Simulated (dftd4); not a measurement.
F$_{4}$Te (SMILES F[Te](F)(F)F), singlet, at a GFN2-xTB geometry; D4 for tpss (dftd4).

dftd4 was given this input:
```
$ dftd4 mol.xyz --func tpss --charge 0 --json dftd4.json --noedisp --property

# file mol.xyz
5

Te    -0.00525174    -0.00164746     0.34667291
F      1.02454800     1.41419135    -0.47863460
F      1.41932470    -1.01478931    -0.48419716
F     -1.00937631    -1.40943202    -0.52286492
F     -1.40415301     1.01954865    -0.51730235
```

Output, abridged:

```
                    ____  _____ _____     ____  _  _
      -------------|  _ \|  ___|_   _|---|  _ \| || |------------
     |             | | | | |_    | | ___ | | | | || |_           |
     |             | |_| |  _|   | ||___|| |_| |__   _|          |
     |             |____/|_|     |_|     |____/   |_|            |
     |             ===================================           |
     |            E. Caldeweyher, S. Ehlert & S. Grimme          |
     |          Mulliken Center for Theoretical Chemistry        |
     |                    University of Bonn                     |
      -----------------------------------------------------------

Rational (Becke-Johnson) damping: tpss-D4-ATM
---------------------
  s6         1.0000
  s8         1.7660
  s9         1.0000
  a1         0.4282
  a2         4.5426
 alp        16.0000
--------------------

Atomic data, radii in Ångström:
------------------------------------------------------
   Z          R(cov)      r4/r2   hardness         EN
------------------------------------------------------
  52 Te       1.6400     3.0782     0.3798     2.1000
   9 F        0.8533     1.2638     0.6693     3.9800
------------------------------------------------------

Atomic reference systems (in atomic units):
----------------------------------------------------------------------------
   Z        #      CN     q+Z       C6(AA)   #      CN     q+Z       C6(AA)
----------------------------------------------------------------------------
  52 Te     1  0.0000 24.0000     428.3930   2  0.9490 23.9088     443.6319
            3  1.8995 23.9032     439.1775
   9 F      1  0.0000  9.0000       9.7374   2  0.7408  8.7523      11.7796
----------------------------------------------------------------------------

Atomic properties (in atomic units):
----------------------------------------------------------------------------
     #    Z              CN          q      C6(AA)        C8(AA)   alpha(0)
----------------------------------------------------------------------------
     1   52 Te       2.8929     0.7557    374.6193    38026.7813    35.6656
     2    9 F        0.7232    -0.1889     11.1781      191.2713     3.8521
     3    9 F        0.7232    -0.1889     11.1781      191.2713     3.8521
     4    9 F        0.7232    -0.1889     11.1781      191.2713     3.8521
     5    9 F        0.7232    -0.1889     11.1781      191.2713     3.8521
----------------------------------------------------------------------------

Molecular properties (in atomic units):
----------------------------------------
 molecular C6                1027.7197
 molecular C8               60852.2044
----------------------------------------

Dispersion energy:      -5.0402226719438E-03 Eh

[Info] JSON dump of results written to 'dftd4.json'
```
